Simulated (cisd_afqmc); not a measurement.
Input (AFQMC/CISD/cc-pV(T+d)Z; cisd_afqmc is a phaseless AFQMC code with CISD trial states that reads the integrals written by Ansatz): A basis named .json is the Basis Set Exchange file of that set.

Ansatz 0.2 input:
```python
import cisd_afqmc

open("ham.yaml", "w").write("""\
crystal:
  periodic: [false, false, false]
  atoms:
    - {symbol: C, position_ang: [-1.00528580, 1.37059912, -1.03924140]}
    - {symbol: Si, position_ang: [-0.11721352, -0.09469266, -0.29941882]}
    - {symbol: C, position_ang: [1.34894887, -0.60060387, -1.33745135]}
    - {symbol: C, position_ang: [-1.28010768, -1.52651577, -0.01543015]}
    - {symbol: Cl, position_ang: [0.61429575, 0.49626784, 1.56920219]}
    - {symbol: H, position_ang: [-1.40937352, 1.11447816, -2.02221727]}
    - {symbol: H, position_ang: [-1.83376680, 1.68770923, -0.40369751]}
    - {symbol: H, position_ang: [-0.32837161, 2.21788547, -1.16068554]}
    - {symbol: H, position_ang: [1.88845960, -1.42891459, -0.87519041]}
    - {symbol: H, position_ang: [1.02071410, -0.92023659, -2.33003548]}
    - {symbol: H, position_ang: [2.04582234, 0.22997054, -1.46142372]}
    - {symbol: H, position_ang: [-1.69305012, -1.87598118, -0.96541902]}
    - {symbol: H, position_ang: [-2.11091864, -1.23396751, 0.62879366]}
    - {symbol: H, position_ang: [-0.76288619, -2.36267640, 0.45803894]}
basis:
  gaussian:
    orbitals: cc-pV_T+d_Z.json
magnetization: {spin_polarized: false}
correlation: {method: ccsd, electrons: outside_noble_gas, hamiltonian_folder: ham}
""")
rep = cisd_afqmc.ansatz("ham.yaml")
e_ccsd = rep["correlation"]["coupled_cluster"]["energy"]["hartree"]
out = cisd_afqmc.run("ham", e_ccsd, trial="CISD", walkers=1000, populations=1, threads=12, dt=0.005, steps=40, early=24, settle=10, least=100,
    cut=5e-5, rank_cut=2e-4, target=0.0007, seconds=1500, seed=4, memory=62639, gpu=True)
```

Output:

```
orbitals 281, occupied [16], factors 1576 of 1651, rank of the doubles 987 of 4240
E(HF) = -867.455991
E(CCSD) on the cut factors = -868.370749, shift to the whole factors -0.000021
Energy of the trial state on the determinant = -868.370704
  tau behind 7.2 of longer steps, mean of the populations' last blocks
   2.0  -868.41233
   4.0  -868.41004
   6.0  -868.41039
   8.0  -868.40861
  10.0  -868.40908
  12.0  -868.41231
  14.0  -868.40994
  16.0  -868.40958
  18.0  -868.40911
  20.0  -868.41188
  22.0  -868.40790
blocks 100 (0 outliers left out), error by blocks joined: 1: 0.00033, 2: 0.00042, 4: 0.00052, 8: 0.00048
E(AFQMC/CISD) = -868.40989 +/- 0.00052
```
